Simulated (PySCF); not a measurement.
## Working with the constants of Be2

PBE0 constants of Be2, ¹Σg⁺ (singlet), closed shell (basis Be def2-SVPD; no relativity; PySCF 2.14; masses 9.0122 and 9.0122 u):

* ωe: 309.1 cm⁻¹
* ωexe: 9.29 cm⁻¹
* Be: 0.59026 cm⁻¹
* αe: 0.0192 cm⁻¹
* D (centrifugal): 8.61e-06 cm⁻¹
* De to Be + Be: 0.305 eV

Question: Give the vibrational terms G(v) and spacings up to v = 4.

Answer: G(v) = ωe(v+½) − ωexe(v+½)².

```tsv
v	G(v) (cm⁻¹)	G(v) − G(v−1)	Bv (cm⁻¹)
0	152		0.5807
1	443	291	0.5615
2	715	272	0.5423
3	968	253	0.5231
4	1203	235	0.5039
```

Question: How well does the Morse estimate ωe²/(4ωexe) reproduce De, and what is D0?

Answer: It gives 0.319 eV, 105 % of the computed De. D0 = De − G(0) = 0.305 − 0.019 = 0.286 eV.

Closed-shell solutions of metal pairs were not tested for spin polarisation, which can lower them a little. The bond is weak. Basis-set superposition, not corrected here, can be much of De in a small basis, most of all at correlated wavefunction levels. Functionals without a dispersion term scatter widely for such bonds, and LDA overbinds them.
